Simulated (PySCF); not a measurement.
Spinor energies of Cu⁺ (copper, charge +1)

Start: [Ar] 3d9 4s1; 3d3/2 filled at m_j = -3/2, -1/2, +1/2, +3/2; 3d5/2 filled at m_j = -3/2, -1/2, +1/2, +3/2, +5/2; 4s1/2 filled at m_j = +1/2. Calculated with PySCF 2.14 in x2c-TZVPall-2c with one added diffuse shell each of s, p, d type (7s8p5d1f, 63 functions): generalised Hartree-Fock with the X2C-1e Hamiltonian and a Gaussian nucleus; one run each with spin-orbit coupling (SO) switched off, then screened by Boettger's factors. This is a chosen level, not necessarily the ground level.

```
spinor shell  electrons  ε, spin-free (eV)  ε, screened SO (eV)  weight of nominal j (screened SO)  rms radius, screened SO (bohr)
       1s1/2          2            -9063.1              -9062.9                              1.000                          0.0601
       2s1/2          2            -1149.7              -1149.7                              1.000                           0.254
       2p1/2          2            -990.20              -1004.6                              0.999                           0.226
       2p3/2          4            -990.20              -983.19                              1.000                           0.229
       3s1/2          2            -156.13              -156.11                              1.000                           0.762
       3p1/2          2            -106.95              -109.99                              0.947                           0.804
       3p3/2          4            -106.95              -105.45                              0.973                           0.815
       3d3/2          4            -28.970              -29.623                              0.814                            1.04
       3d5/2          5            -28.970              -28.455                              0.851                            1.05
       4s1/2          1            -16.563              -16.563                              1.000                            2.79
```

```csv
quantity,spin-free,screened SO
E (hartree),-1652.83798,-1652.88282
M_J,3,3
⟨J²⟩,12.005,12.005
⟨L²⟩,6.005,6.007
⟨S²⟩,2.000,2.002
```

Each row is a mean over spinors that exchange with the open shell spreads, by up to 7.427 eV (3p3/2).

Rows whose weight is well below 1 are mixtures of j = l ± 1/2: exchange outweighs spin-orbit coupling there, and the label is only the starting occupation.

Without spin-orbit coupling the j labels of p, d and f shells carry no meaning; the spin-free column gives the mean over the occupied spinors of each nl shell.
